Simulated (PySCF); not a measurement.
Ga(vinyl)(OH)(NH2) (C2H6GaNO), SMILES [OH][Ga]([NH2])[CH]=C.

Geometry optimised at PBE0-D3(BJ)/def2-SVP. The structure was generated by enumeration; whether it is a known compound was not checked. The values are those of a single conformer.

Two levels are set side by side: PBE/def2-TZVP (PySCF) and r2SCAN/def2-TZVP (PySCF). Same geometry, gas phase. Differences are taken from unrounded values.

| quantity | PBE |
|---|---|
| orbital gap (eV) | 4.10 |
| highest occupied level (eV) | -5.80 |
| lowest empty level (eV) | -1.70 |
| dipole moment (D) | 2.05 |
| mean polarisability (bohr³) | 63.4 |

Task: These are the PBE values. What does r2SCAN give? (The exact figures need the calculation; the answer reports its results.)

Result: 
| quantity | r2SCAN | PBE minus r2SCAN |
|---|---|---|
| orbital gap (eV) | 4.58 | -0.48 |
| highest occupied level (eV) | -6.11 | 0.30 |
| lowest empty level (eV) | -1.53 | -0.18 |
| dipole moment (D) | 2.09 | -0.04 |
| mean polarisability (bohr³) | 61.6 | 1.8 |

Rough cost on one machine, each run with all the roots and properties that it gave: r2SCAN against PBE about 4 times.
